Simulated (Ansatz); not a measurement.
`[OH][W]([F])([F])([F])([F])[F]`. The species carries charge 0 and has multiplicity 1. Correlated methods include outer-core shells of W, which these sets cover unevenly. W takes the def2 core potential.

```xyz
8

O     0.5282   -1.3265    0.4886
W    -0.1080    0.2723   -0.0998
F     1.1001    1.2116    0.9319
F    -1.3645   -0.5460   -1.1759
F    -0.7530    1.8912   -0.6965
F    -1.3429    0.3628    1.2689
F     1.0790    0.3026   -1.5127
H     0.8611   -2.1680    0.7955
```

Give the diagnostics of a CCSD(T)/def2-TZVPP run (frozen core, Ansatz 0.2.0). (An estimate is asked.)

Computed: T1 = 0.0208, largest single amplitude 0.082, largest double 0.032, (T) share of the correlation energy 4.0 %, 11 CCSD cycles. The RHF solution is stable towards an unrestricted one. T1 lies over the customary mark of 0.02 for closed shells; compounds of d metals often pass it without a breakdown.
